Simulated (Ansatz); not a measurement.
Species: C2H2ClF, charge 0, singlet. C2H2ClF ((Z)-1-chloro-2-fluoroethene, SMILES C(/Cl)=C/F).
B3LYP-D3(BJ)/def2-TZVP minimum from Ansatz (a program for electronic structure):
```
C
C 1 1.3218
F 2 1.3370 1 123.15
H 1 1.0786 2 120.50 3 180.00
H 2 1.0815 1 123.34 4 0.00
Cl 1 1.7229 4 115.69 2 180.00
```

Total energies in cc-pV(D+d)Z, 24 correlated electrons, 8 frozen orbitals. Radicals and triplets start from unrestricted determinants; spin-orbit coupling is neglected. Correlated methods leave the cores frozen. No relativity.

```json
[
 {"method": "HF", "program": "Ansatz", "energy (Eh)": "-635.81403", "minus CCSDT(Q) (mEh)": "638.22"},
 {"method": "MP2", "program": "Ansatz", "energy (Eh)": "-636.39936", "minus CCSDT(Q) (mEh)": "52.89"},
 {"method": "CCSD", "program": "Ansatz", "energy (Eh)": "-636.43209", "minus CCSDT(Q) (mEh)": "20.16"},
 {"method": "CCSD(T)", "program": "Ansatz", "energy (Eh)": "-636.44986", "minus CCSDT(Q) (mEh)": "2.40"},
 {"method": "CCSDT(Q)", "program": "Ansatz", "energy (Eh)": "-636.45225", "minus CCSDT(Q) (mEh)": "0.00"}
]
```

Rough core times of Ansatz's runs on a shared machine: CCSD(T) under 20 s, CCSDT(Q) 7 min.
